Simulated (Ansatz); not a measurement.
`BO[SiH2][GeH2][F]` and `BO[SiH2]B` differ in one atom or group.

Ansatz, PBE0-D4/def2-TZVP geometries, multiplicity 1. Each molecule was computed in one conformer, which needn't be the lowest.

Scalar relativity is left out up to krypton.

```
                               property  `BO[SiH2][GeH2][F]`
    LUMO energy (B3LYP/def2-TZVPP) / eV                -1.13
HOMO–LUMO gap (ωB97M-V/def2-TZVPP) / eV                11.33
     HOMO energy (PBE0/def2-TZVPP) / eV                -8.37
    HOMO energy (B3LYP/def2-TZVPP) / eV                -8.17
  HOMO energy (ωB97M-V/def2-TZVPP) / eV               -10.43
    HOMO–LUMO gap (PBE/def2-TZVPP) / eV                 5.35
```

(1) Give the same properties after the change, and the shifts. (An estimate is asked.)

Answers

(1) The calculation gave: 
| property | `BO[SiH2]B` | shift |
| --- | --- | --- |
| LUMO energy (B3LYP/def2-TZVPP) / eV | -2.87 | -1.74 |
| HOMO–LUMO gap (ωB97M-V/def2-TZVPP) / eV | 9.92 | -1.41 |
| HOMO energy (PBE0/def2-TZVPP) / eV | -8.34 | 0.03 |
| HOMO energy (B3LYP/def2-TZVPP) / eV | -8.15 | 0.02 |
| HOMO energy (ωB97M-V/def2-TZVPP) / eV | -10.61 | -0.18 |
| HOMO–LUMO gap (PBE/def2-TZVPP) / eV | 3.20 | -2.15 |

B3LYP here is the variant with VWN-RPA as its local correlation; programs differ in this.
